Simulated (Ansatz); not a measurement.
```yaml
crystal:
  periodic: [false, false, false]
  atoms:
    - {symbol: S, position_ang: [-2.312098, 1.066896, -0.118950]}
    - {symbol: Si, position_ang: [-0.259430, 0.734759, 0.318921]}
    - {symbol: Si, position_ang: [0.377756, -1.431381, 0.401501]}
    - {symbol: P, position_ang: [0.961769, -0.138791, -1.390171]}
    - {symbol: H, position_ang: [-2.097696, 2.057679, -1.003863]}
    - {symbol: H, position_ang: [0.400122, 1.793761, 1.118053]}
    - {symbol: H, position_ang: [1.479061, -1.894208, 1.276483]}
    - {symbol: H, position_ang: [-0.615391, -2.484847, 0.093013]}
    - {symbol: H, position_ang: [2.154609, 0.249932, -0.711888]}
basis:
  gaussian: {orbitals: cc-pVTZ-DK}
magnetization: {spin_polarized: true, initial_magnetization: 1}
hamiltonian: {xc: {name: rPW86-PBE}, dispersion: d4}
accuracy: high
output: {forces: true}
```

```sh
$ ansatz run in.yaml --threads 2 --pin off --events-out ev --progress --plain --max-ram 4352MiB
```

Shortened log:

```
Error: a molecule whose nuclei and cores have a total charge of 64 cannot have a net charge of 0 together with 1 unpaired electrons
```

Task: What is wrong with this run?

Result: The number of unpaired electrons doesn't fit the electron count. The program refused the input.
